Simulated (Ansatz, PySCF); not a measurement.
C5H5FO, SMILES FC1=CCCC1=O. Atoms are numbered in the order given.

```xyz
12

O      1.7872     1.0019     0.0000
C      0.8574     0.2373     0.0000
C      0.9030    -1.2828     0.0000
C     -0.5590    -1.7513     0.0000
C     -1.3679    -0.4887     0.0000
C     -0.5816     0.5951     0.0000
F     -0.9615     1.8552     0.0000
H      1.4679    -1.6225     0.8814
H      1.4679    -1.6225    -0.8814
H     -0.8008    -2.3705     0.8802
H     -0.8008    -2.3705    -0.8802
H     -2.4595    -0.4660     0.0000
```
Charge 0, spin multiplicity 1.

The structure is a stationary point at PBE0-D3(BJ)/def2-SVP. One conformer was computed; it need not be the lowest.

Two levels are set side by side: PBE-D3(BJ)/def2-SVP (Ansatz, a program for electronic structure) and PBE0-D3(BJ)/def2-SVP (Ansatz). Each level has its own optimised geometry; the coordinates shown are those of the second. Frequencies come from the Hessian of PySCF at each geometry. Differences are taken from unrounded values.

| quantity | PBE0-D3(BJ) | PBE-D3(BJ) | PBE-D3(BJ) minus PBE0-D3(BJ) |
|---|---|---|---|
| mean bond length (Å) | 1.283 | 1.293 | 0.010 |
| bond O1–C2 (Å) | 1.204 | 1.218 | 0.014 |
| bond C2–C3 (Å) | 1.521 | 1.534 | 0.013 |
| bond C2–C6 (Å) | 1.483 | 1.491 | 0.008 |
| bond C3–C4 (Å) | 1.535 | 1.545 | 0.009 |
| bond C4–C5 (Å) | 1.500 | 1.506 | 0.007 |
| bond C5–C6 (Å) | 1.339 | 1.353 | 0.014 |
| bond C6–F7 (Å) | 1.316 | 1.330 | 0.014 |
| bond C3–H8 (Å) | 1.101 | 1.109 | 0.008 |
| bond C3–H9 (Å) | 1.101 | 1.109 | 0.008 |
| bond C4–H10 (Å) | 1.103 | 1.112 | 0.009 |
| bond C4–H11 (Å) | 1.103 | 1.112 | 0.009 |
| bond C5–H12 (Å) | 1.092 | 1.100 | 0.008 |
| highest harmonic wavenumber (cm⁻¹) | 3242 | 3149 | -93 |
| mean harmonic wavenumber (cm⁻¹) | 1327 | 1278 | -50 |
| zero-point energy (kcal/mol) | 56.93 | 54.79 | -2.13 |

GGA bonds tend to be longer and softer than those of functionals with exact exchange. Differences between two approximate levels are no errors against the true value.
